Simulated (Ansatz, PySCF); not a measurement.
Molecule: ammonia borane, sum formula BNH6, net charge 0, singlet state. 
Structure (B3LYP-D3(BJ)/def2-TZVP (Ansatz, a first-principles code) minimum search):
SMILES: [NH3+][BH3-]
```xyz
8

B     -0.9205     0.1288    -0.0265
N      0.7210    -0.1009     0.0208
H     -1.3171    -0.6321    -0.8771
H     -1.0639     1.2934    -0.3145
H     -1.3056    -0.1454     1.0853
H      0.9465    -1.0627     0.2580
H      1.1524     0.5023     0.7152
H      1.1430     0.1067    -0.8798
```

Dipole moments at this geometry, in debye (magnitudes).

```tsv
level	program	dipole (D)
BLYP/def2-TZVPD	Ansatz	5.23
revPBE/def2-TZVPD	Ansatz	5.25
r2SCAN/def2-TZVPD	Ansatz	5.30
B97M-V/def2-TZVPD	Ansatz	5.31
B3LYP/def2-TZVPD	Ansatz	5.26
BHLYP/def2-TZVPD	Ansatz	5.29
TPSSh/def2-TZVPD	PySCF	5.26
r2SCANh/def2-TZVPD	Ansatz	5.31
r2SCAN0/def2-TZVPD	Ansatz	5.32
PW6B95/def2-TZVPD	PySCF	5.26
M06-2X/def2-TZVPD	PySCF	5.23
HSE06/def2-TZVPD	Ansatz	5.28
wB97M-V/def2-TZVPD	Ansatz	5.32
CCSD(T)/aug-cc-pVDZ	Ansatz	5.30
```
